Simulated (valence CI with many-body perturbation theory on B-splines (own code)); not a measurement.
Values are calculated unless marked as measured or tabulated.
Er LXIV in three bases

Method: configuration interaction combined with many-body perturbation theory (CI+MBPT): three valence electrons over a frozen Dirac-Fock core [He], radial functions for each j: 9 s, 9 p, 8 d, 6 f, 3 g, 1 h, with the one-electron correlation potential Σ1, the two-electron term Σ2, the three-electron term Σ3, Breit, model QED; selected CI, second order for the rest, scaled by the run's own slope (own B-spline code, finite nucleus).

The last digits are not significant, and no measured levels were compared; by estimate large intervals hold to a few tenths of a per cent, small ones and those within an open d or f shell to about a per cent.

The reference run has the lowest level (2s^2 2p1/2) J=1/2 and an ionisation energy of 15505.6 eV. Its largest variational space holds 8705 state functions.

Levels are named by their leading jj configuration (3d3/2^4 stands for four electrons in 3d with j = 3/2), which in mixed levels can hold well under half, so a name can repeat and another be missing. Letters in brackets count levels of one name in rising energy.

Changed runs:
A. basis 6 s, 6 p, 5 d, 3 f, 1 g
B. basis 5 s, 5 p, 4 d, 2 f

Excitation energies of the reference run in cm⁻¹, and shifts in cm⁻¹:

```csv
Level,Reference,A,B
(2s 2p1/2^2) J=1/2,1895240,-116,-248
(2s^2 2p3/2) J=3/2,8040350,+38,-39
(2s 2p1/2 2p3/2) J=3/2 [a],9368680,-169,-628
(2s 2p1/2 2p3/2) J=5/2,9680030,+88,-60
(2s 2p1/2 2p3/2) J=1/2,10201800,+34,-4.6
(2s 2p1/2 2p3/2) J=3/2 [b],10217600,+116,+224
(2p1/2^2 2p3/2) J=3/2,12196500,-101,-194
(2s 2p3/2^2) J=5/2,17553300,-14,-358
(2s 2p3/2^2) J=1/2,18344400,-6.5,+10
(2s 2p3/2^2) J=3/2,18350700,+105,+141
(2p1/2 2p3/2^2) J=3/2,19882900,-117,-485
(2p1/2 2p3/2^2) J=5/2,20062600,+95,+52
Ionisation energy (eV),15505.6,+0.0003,-0.057
```
